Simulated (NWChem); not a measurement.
Molecule: SrO; SMILES [O]=[Sr]

```xyz
2

Sr     0.0000     0.0000    -0.3237
O      0.0000     0.0000     1.6286
```
Atoms are numbered in this order, from 1.

Results from NWChem. Coordinates come from a PBE0/def2-SVP optimisation. def2 effective core potentials on Sr; no spin-orbit coupling. Ions are spin-unrestricted doublets at the neutral geometry; other ion states weren't tried. Functional: LC-ωPBE (HJS hole) with def2-SVP; rows give the range parameter ω in 1/bohr.

Q: At which range parameter does −ε(HOMO) equal the ΔSCF ionisation energy (optimal tuning)?

A: about 0.31 per bohr, by linear interpolation in these runs:
| range parameter (1/bohr) | vertical ionisation energy, ΔSCF (eV) | −ε(HOMO) (eV) | ΔSCF minus −ε(HOMO) (eV) |
|---|---|---|---|
| 0.10 | 7.23 | 5.05 | 2.18 |
| 0.15 | 7.14 | 5.50 | 1.64 |
| 0.25 | 6.56 | 6.13 | 0.43 |
| 0.30 | 6.42 | 6.38 | 0.04 |
| 0.50 | 5.93 | 7.12 | -1.19 |
